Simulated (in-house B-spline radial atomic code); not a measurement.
Orbital energies and mean radii along the 5-electron series, configuration [He] 2s2 2p1. The effective charge is n√(-2ε), a non-relativistic measure. Computed with an all-electron radial atomic-structure program (B-spline basis): non-relativistic Hartree-Fock, average of the configuration, point nuclei.

This level leaves out relativity, spin-orbit splitting included, which matters for heavy ions.

| ion | Z | energy of 1s (Eh) | mean radius of 1s (bohr) | energy of 2p (Eh) | mean radius of 2p (bohr) | energy of 2s (Eh) | mean radius of 2s (bohr) | effective charge of 1s |
| --- | --- | --- | --- | --- | --- | --- | --- | --- |
| Nb36+ | 41 | -790.29 | 0.036986 | -179.76 | 0.1293 | -182.38 | 0.15314 | 39.757 |
| Mo37+ | 42 | ? | ? | ? | ? | ? | ? | ? |
| Tc38+ | 43 | -871.78 | 0.035248 | -199.23 | 0.12294 | -201.99 | 0.1457 | 41.756 |
| Ru39+ | 44 | -914.02 | 0.034439 | -209.34 | 0.11999 | -212.17 | 0.14225 | 42.756 |
| Rh40+ | 45 | -957.27 | 0.033666 | -219.7 | 0.11717 | -222.6 | 0.13895 | 43.755 |
| Pd41+ | 46 | -1001.51 | 0.032927 | -230.31 | 0.11449 | -233.28 | 0.13581 | 44.755 |
| Ag42+ | 47 | -1046.75 | 0.03222 | -241.18 | 0.11192 | -244.21 | 0.1328 | 45.755 |
| Cd43+ | 48 | -1092.99 | 0.031542 | -252.29 | 0.10947 | -255.39 | 0.12992 | 46.755 |
| In44+ | 49 | -1140.24 | 0.030893 | -263.65 | 0.10712 | -266.82 | 0.12717 | 47.754 |
| Sn45+ | 50 | ? | ? | ? | ? | ? | ? | ? |
| Sb46+ | 51 | -1237.72 | 0.029671 | -287.12 | 0.10272 | -290.43 | 0.122 | 49.754 |
| Te47+ | 52 | ? | ? | ? | ? | ? | ? | ? |
| I48+ | 53 | -1339.21 | 0.028542 | -311.59 | 0.098664 | -315.03 | 0.11723 | 51.753 |

(1) Fill in the row of Mo37+.

(2) Fill in the row of Sn45+.

(3) Fill in the row of Te47+.

(4) How does the screening of 1s change?

## Answers

(1) energy of 1s (Eh): -830.54; mean radius of 1s (bohr): 0.036096; energy of 2p (Eh): -189.37; mean radius of 2p (bohr): 0.12604; energy of 2s (Eh): -192.06; mean radius of 2s (bohr): 0.14933; effective charge of 1s: 40.756.

(2) energy of 1s (Eh): -1188.48; mean radius of 1s (bohr): 0.030269; energy of 2p (Eh): -275.26; mean radius of 2p (bohr): 0.10488; energy of 2s (Eh): -278.5; mean radius of 2s (bohr): 0.12453; effective charge of 1s: 48.754.

(3) energy of 1s (Eh): -1287.96; mean radius of 1s (bohr): 0.029095; energy of 2p (Eh): -299.23; mean radius of 2p (bohr): 0.10065; energy of 2s (Eh): -302.6; mean radius of 2s (bohr): 0.11956; effective charge of 1s: 50.754.

(4) Z less the effective charge goes from 1.24 at Z = 41 to 1.25 at Z = 53.
